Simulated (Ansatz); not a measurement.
Total energies of the cluster Pt₃W (the lowest singlet isomer of a short search) from Ansatz at B97M-V/def2-TZVP, gas phase (1 Eh = 27.2114 eV = 2625.5 kJ/mol). The reference geometry is relaxed at PBE-D4/def2-SVP.

Cartesian coordinates in Å:
```
W -0.113 0.341 -0.131
Pt -0.189 -0.968 -1.979
Pt -1.665 -0.137 1.449
Pt 1.967 0.764 0.661
```

| state | geometry | energy (Eh) |
| --- | --- | --- |
| charge 0 singlet | reference | -425.09661 |
| charge 0 triplet | relaxed at PBE-D4/def2-SVP | -425.08859 |
| charge 0 quintet | relaxed at PBE-D4/def2-SVP | -425.05037 |
| free W atom (quintet) | – | -66.91391 |
| free Pt atom (triplet) | – | -119.24335 |

In the def2 sets Pt, W take a core potential; there is no spin–orbit coupling.

Problem. Which of the charge 0 states is lowest, and how far above it are the others?

Solution. The singlet. triplet: -425.08859 − (-425.09661) = 0.00802 Eh = 21.1 kJ/mol; quintet: -425.05037 − (-425.09661) = 0.04624 Eh = 121.4 kJ/mol. The triplet differs in its bonds from the reference. The quintet differs in its bonds from the reference.

Problem. What is the binding energy per atom against free atoms?

Solution. Atoms: 1 × (-66.91391) + 3 × (-119.24335) = -424.64396 Eh. Binding: -424.64396 − (-425.09661) = 0.45265 Eh = 12.32 eV, or 3.08 eV for each of 4 atoms (no zero-point energy, no counterpoise term).

The structure comes from a short search, and lower isomers may exist.
